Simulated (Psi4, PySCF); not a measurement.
CdI (SMILES [Cd+][I]), charge +1, singlet, geometry from GFN2-xTB (such geometries of metal compounds can be far from the true shape) (core potentials on Cd, I). Base run: PBE/def2-SVP, TDA (PySCF).

The PySCF input:
```python
from pyscf import gto, scf, dft, tdscf

mol = gto.Mole()
mol.atom = '''
    Cd   -0.000000   -0.000000   -1.341360
    I     0.000000    0.000000    1.214817
'''
mol.basis = 'def2-svp'
mol.ecp = {'Cd': 'def2-svp', 'I': 'def2-svp'}
mol.charge = 1
mol.spin = 0
mol.verbose = 4
mol.build()

mf = dft.RKS(mol)
mf.xc = 'pbe'
mf.kernel()
td = mf.TDA()
td.nstates = 5
td.kernel()
td.analyze(verbose=3)
```

Programs used: Psi4, PySCF; a row that names a program was run with it.

Variants of this job, named by their change:

| change | first excitation (eV) | oscillator strength of the first | second (eV) |
|---|---|---|---|
| base | 1.14 | 0.002 | 1.14 |
| functional = bhandhlyp | 1.68 | 0.003 | 1.68 |
| functional = b3lyp | 1.28 | 0.002 | 1.28 |
| code = psi4 | 1.14 | 0.002 | 1.14 |
| functional = hf | 2.59 | 0.006 | 2.59 |
| functional = m062x | 1.66 | 0.003 | 1.66 |
| functional = blyp | 1.04 | 0.001 | 1.04 |
| basis = def2-SVPD | 1.14 | 0.002 | 1.14 |
| functional = lc_wpbe | 2.18 | 0.004 | 2.18 |
| functional = wb97x | 1.92 | 0.003 | 1.92 |
| nstates = 10 | 1.14 | 0.002 | 1.14 |

An iterative solver can miss low states, so a row lists the states that it found.
